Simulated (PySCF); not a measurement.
I2Zn, charge -1, multiplicity 2. Atoms are numbered in the order given.

```xyz
3

Zn     0.0000     0.0000    -1.0561
I      0.0000    -2.3488     0.2989
I      0.0000     2.3488     0.2989
```
Charge -1, spin multiplicity 2.

The structure is a stationary point at B3LYP-D3(BJ)/def2-SVPD. The spin state was assumed, not searched. The isomer is the one that the SMILES or the coordinates give; other isomers of the formula were not compared. The def2 effective core potentials stand for the cores of I; spin–orbit coupling is left out.

All values below come from B3LYP-D3(BJ)/def2-SVPD in PySCF.

Frequencies are harmonic and unscaled.

Computed vibrational spectrum:
```
mode  ν (cm⁻¹)  IR (km/mol)  moving atoms (share of kinetic energy)
----  --------  -----------  --------------------------------------
1           41          0.0                         I 79 %, Zn 21 %
2          137          6.4                         Zn 58 %, I 42 %
3          170         56.4                         Zn 74 %, I 26 %
```
